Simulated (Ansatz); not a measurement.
Process, species as SMILES: O[Si](O)(O)F [fluoro(trihydroxy)silane] + H+ -> O[Si](O)([OH2+])F
Geometries: B3LYP-D3(BJ)/def2-TZVP minima from Ansatz (an electronic-structure program), one conformer each, not searched for the lowest. Frequencies are from Ansatz.
Geometry of the first species:
```
Si
F 1 1.6004
O 1 1.6232 2 109.05
H 3 0.9601 1 119.16 2 59.48
O 1 1.6232 2 109.05 3 120.00
H 5 0.9601 1 119.16 2 59.48
O 1 1.6232 2 109.05 5 120.00
H 7 0.9601 1 119.16 2 59.48
```
Charge 0, spin multiplicity 1.

Wanted: proton affinity (enthalpy at 298 K, with B3LYP-D3(BJ) rigid-rotor harmonic-oscillator terms), positive where the reaction releases energy, in kcal/mol. Cores are frozen in the correlated levels unless marked. No spin-orbit coupling. Non-relativistic unless marked X2C. CBS marks a two-point X^-3 extrapolation of the correlation energy; Hartree-Fock from the larger set. [CCSD(T)-MP2]/basis is that difference in the basis named.

| level | program | proton affinity (kcal/mol) |
|---|---|---|
| PBE-D4/def2-TZVPD | Ansatz + dftd4 | 175.8 |
| BLYP-D3(BJ)/def2-TZVPD | Ansatz + dftd3 | (withheld) |
| revPBE-D4/def2-TZVPD | Ansatz + dftd4 | 177.5 |
| revPBE/def2-TZVPD | Ansatz | 177.7 |
| r2SCAN-D4/def2-TZVPD | Ansatz + dftd4 | 176.8 |
| B97M-V/def2-TZVPD | Ansatz | (withheld) |
| B3LYP-D4/def2-TZVPD | Ansatz + dftd4 | 176.1 |
| PBE0/STO-3G | Ansatz | 258.8 |
| BHLYP-D3(BJ)/def2-TZVPD | Ansatz + dftd3 | 177.5 |
| LC-wPBE-D4/def2-TZVPD | Ansatz + dftd4 | (withheld) |
| B2PLYP-D3(BJ)/def2-TZVPD | Ansatz + dftd3 | (withheld) |
| SCS-MP2/cc-pwCVTZ | Ansatz | 179.5 |
| CCSD/cc-pV(D+d)Z | Ansatz | 183.6 |
| CCSD/cc-pwCVTZ | Ansatz | 179.9 |
| X2C-CCSD(T)/cc-pVTZ-DK | Ansatz | 179.6 |
| RI-MP2/CBS(cc-pV(T+d)Z,cc-pV(Q+d)Z)+[CCSD(T)-MP2]/cc-pV(T+d)Z | Ansatz | 176.3 |

Q: Fill in the missing entries.

A: 
- BLYP-D3(BJ)/def2-TZVPD, proton affinity (kcal/mol): 176.2
- B97M-V/def2-TZVPD, proton affinity (kcal/mol): 177.2
- LC-wPBE-D4/def2-TZVPD, proton affinity (kcal/mol): 177.3
- B2PLYP-D3(BJ)/def2-TZVPD, proton affinity (kcal/mol): 175.5
